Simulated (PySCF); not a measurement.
C4H4N (SMILES [c]1ccc[nH]1), doublet (typed; the unrestricted solution is spin-contaminated), geometry from GFN2-xTB. Base run: PySCF with MP2/def2-SVP.

The PySCF input:
```python
from pyscf import gto, scf, mp

mol = gto.M(
    atom='''
H    -0.00306512    0.07735829    2.15139521
N    -0.00173582    0.06478905    1.14577413
C    -0.00544177    1.14296516    0.34032033
C     0.00416020   -1.05198339    0.35633521
C    -0.00219146    0.77883833   -0.96507126
C     0.00402130   -0.64308464   -0.94873942
H     0.00794089   -2.03683772    0.77993376
H    -0.00387345    1.41173950   -1.82730995
H     0.00785878   -1.26619621   -1.82150703
''',
    basis='def2-svp',
    spin=1,
    verbose=4,
)

mf = scf.UHF(mol)
mf.kernel()

pt = mp.MP2(mf)
pt.kernel()
print('E(MP2) = %.10f' % pt.e_tot)
```

Task: The base was run again with changes. Order these runs by total energy, lowest first: cart = on | frozen = 5 | method = cisd | frozen = 6 | method = ccsd | frozen = 4.

Result: method = ccsd (ΔE vs base (kcal/mol) -25.13), cart = on (ΔE vs base (kcal/mol) -23.72), frozen = 4 (ΔE vs base (kcal/mol) 7.60), frozen = 5 (ΔE vs base (kcal/mol) 8.96), method = cisd (ΔE vs base (kcal/mol) 44.61), frozen = 6 (ΔE vs base (kcal/mol) 45.37)

Open shells are given as the SCF converged; they aren't shown to be the lowest states, and a large step between rows can be another state.
